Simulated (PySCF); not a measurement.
W(NH)(F)(Cl)3 (Cl3FHNW), SMILES [W]([Cl])([F])([Cl])([Cl])=[NH], multiplicity 1.

Coordinates come from a PBE0-D3(BJ)/def2-SVP optimisation. The spin state was assumed, not searched. The structure was generated by enumeration; whether it is a known compound was not checked. The def2 effective core potentials stand for the cores of W; spin–orbit coupling is left out.

These are PBE0-D3(BJ)/def2-SVP in PySCF values and carry that method's errors.

Frequencies are harmonic and unscaled.

Question: List the normal modes with their intensities. (Estimate from the structure and the level; the computed values follow.)

Answer: 
```csv
mode,ν (cm⁻¹),IR (km/mol),moving atoms (share of kinetic energy)
1,59,0.1,"Cl 44 %, F 32 %, N 15 %"
2,80,0.1,"Cl 82 %, N 10 %"
3,145,0.0,"Cl 54 %, W 22 %, N 10 %, H 8 %"
4,166,0.5,"F 43 %, Cl 39 %, W 14 %"
5,206,2.7,"Cl 52 %, W 18 %, N 15 %"
6,233,1.0,"Cl 40 %, N 36 %, H 20 %"
7,312,13.7,"F 61 %, N 15 %, H 12 %"
8,337,56.5,"Cl 87 %, W 10 %"
9,409,21.1,"Cl 89 %, W 10 %"
10,414,65.6,"Cl 77 %, W 21 %"
11,697,40.7,F 83 %
12,747,153.7,"H 59 %, N 28 %, F 8 %"
13,784,95.2,"H 68 %, N 31 %"
14,1026,131.0,N 85 %
15,3623,234.7,H 92 %
```
